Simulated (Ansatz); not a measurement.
Species: CH4BS2 (charge 0, doublet). It need not be the lowest isomer of its formula. 
Geometry from a B3LYP-D3(BJ)/def2-TZVP (Ansatz, a first-principles code) optimisation:
SMILES: CB(S)[S]
```xyz
8

C     -1.6203    -0.9104     0.2248
B     -0.2745    -0.1046     0.0302
S     -0.3437     1.6437    -0.2453
S      1.3457    -0.9223     0.0810
H     -1.6943    -1.6874    -0.5409
H     -2.5172    -0.2941     0.1705
H     -1.6089    -1.4102     1.1972
H      0.8835    -2.1654     0.3020
```
Charge 0, spin multiplicity 2.

Atomisation energy built up term by term with Ansatz (kcal/mol; UHF references for open shells; valence terms freeze the core; atomic spin-orbit terms are left out). CBS marks a two-point X^-3 extrapolation of the correlation energy; Hartree-Fock from the larger set.

```
term                                                    basis  kcal/mol
-----------------------  ------------------------------------  --------
Hartree-Fock                                  aug-cc-pV(Q+d)Z    509.43
CCSD correlation         CBS(aug-cc-pV(T+d)Z,aug-cc-pV(Q+d)Z)    152.89
(T)                      CBS(aug-cc-pV(T+d)Z,aug-cc-pV(Q+d)Z)     11.98
core correlation                                    cc-pwCVTZ      3.12
scalar relativity (X2C)            cc-pVTZ-DK against cc-pVTZ     -0.82
sum: De                                                           676.6
```

(T) makes 1.8 % of the CCSD(T) atomisation energy; under 5 % is typical of single-reference molecules.
